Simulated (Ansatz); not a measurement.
Geometry optimisation, RKS B3LYP/def2-SVP in Ansatz 0.2.0.

Input:

```yaml
crystal:
  periodic: [false, false, false]
  atoms:
    - { symbol: C, position_ang: [-1.8338, -0.8208, 0.0136] }
    - { symbol: C, position_ang: [-0.5694, -0.6207, -0.2047] }
    - { symbol: O, position_ang: [0.0698, -1.3806, -1.1607] }
    - { symbol: Si, position_ang: [0.5487, 0.641, 0.7563] }
    - { symbol: C, position_ang: [1.9545, 1.201, -0.2541] }
    - { symbol: O, position_ang: [2.5195, 2.2639, 0.0715] }
    - { symbol: H, position_ang: [-2.4439, -1.4951, -0.5523] }
    - { symbol: H, position_ang: [-2.3865, -0.1699, 0.7313] }
    - { symbol: H, position_ang: [-0.5243, -1.9843, -1.5151] }
    - { symbol: H, position_ang: [0.8978, -0.0289, 2.0516] }
    - { symbol: H, position_ang: [-0.4361, 1.7575, 1.1606] }
    - { symbol: H, position_ang: [2.2806, 0.5816, -1.064] }
basis:
  gaussian: { orbitals: def2-SVP }
hamiltonian:
  xc: b3lyp
relax:
  f_tol: 0.015
  max_steps: 40
```

Command:

```bash
$ ansatz run input.yaml --threads 2 --pin off --max-ram 3072MiB --backend cpu --events-out ev --progress --plain --runs-dir out
```

Where does it end, and by what steps?

It converged. After 14 steps the energy has fallen by 0.606 eV; H8 moved furthest, 0.51 Å.

| step | energy less start (eV) | largest force component (eV/Å) | accepted |
| --- | --- | --- | --- |
| 0 | 0.0000 | 3.372 | yes |
| 1 | -0.3745 | 1.971 | yes |
| 2 | -0.3466 | 3.598 | no |
| 3 | -0.5305 | 1.139 | yes |
| 4 | -0.5770 | 0.356 | yes |
| 5 | -0.5922 | 0.142 | yes |
| 6 | -0.5966 | 0.122 | yes |
| 7 | -0.6019 | 0.151 | yes |
| 8 | -0.6036 | 0.122 | yes |
| 9 | -0.6055 | 0.144 | yes |
| 10 | -0.6015 | 0.247 | no |
| 11 | -0.6061 | 0.074 | yes |
| 12 | -0.6064 | 0.026 | yes |
| 13 | -0.6064 | 0.022 | yes |
| 14 | -0.6065 | 0.012 | yes |

```xyz
12
Properties=species:S:1:pos:R:3
C -1.909 -0.616 -0.184
C -0.571 -0.696 -0.097
O 0.191 -1.634 -0.736
Si 0.513 0.500 0.889
C 1.808 1.319 -0.303
O 2.353 2.363 -0.029
H -2.496 -1.325 -0.783
H -2.459 0.162 0.347
H -0.377 -2.224 -1.255
H 1.288 -0.241 1.927
H -0.323 1.554 1.522
H 2.059 0.782 -1.263
```

Time of the run: 43 s on 2 threads of Arm Neoverse V2, with other jobs on the host, peak memory 0.28 GiB.
